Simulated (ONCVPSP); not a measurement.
# Cutoff test, Co (Z = 27), ONCV

cobalt (Co), optimised norm-conserving Vanderbilt (ONCV), made with ONCVPSP 4.0.1 (PBEsol, scalar-relativistic). Core [Ne], reference 3s2 3p6 3d7 4s1.5 (charge +0.5). Waves: 3s+4s: rc 1.45 bohr, ncon 4, nbas 7, qcut 8 1/bohr, 3 projectors, debl 3.7 Ha; 3p: rc 1.15 bohr, ncon 3, nbas 7, qcut 12.3 1/bohr, 3 projectors, debl 0.5 Ha; 3d: rc 1.15 bohr, ncon 4, nbas 8, qcut 12.1 1/bohr, local. Local part: the d channel. Core correction: Teter function, fcfact 2, rcfact 1.3.

In the p channel the program set the typed energies aside and used -2.563, 0.250, 0.750 Ha.

Question: For each optimised wave give the share of its norm inside rc, the residual kinetic energy above qcut (Ha) and the cutoffs (Ha) for errors of 10, 1, 0.1 and 0.01 mHa per electron.

Answer:

| wave | norm inside rc | residual KE | 10 mHa | 1 mHa | 0.1 mHa | 0.01 mHa |
| --- | --- | --- | --- | --- | --- | --- |
| 3s | 0.974 | 3.1e-06 | 10.2 | 13.5 | 23.8 | 29.2 |
| 4s | 0.069 | 1.2e-05 | 7.8 | 11.8 | 25.7 | 33.4 |
| s projector 3 | 0.087 | 1.3e-04 | 9.8 | 25.0 | 33.0 | 58.5 |
| 3p | 0.850 | 4.3e-08 | 29.8 | 38.4 | 46.0 | 52.0 |
| p projector 2 | 0.057 | 1.8e-08 | 23.3 | 32.3 | 40.4 | 46.8 |
| p projector 3 | 0.030 | 1.3e-08 | 21.2 | 30.5 | 38.6 | 45.4 |
| 3d | 0.660 | 8.1e-05 | 54.3 | 63.8 | 72.0 | 173.7 |

The occupied waves need 64 Ha and 72 Ha for 1 and 0.1 mHa.
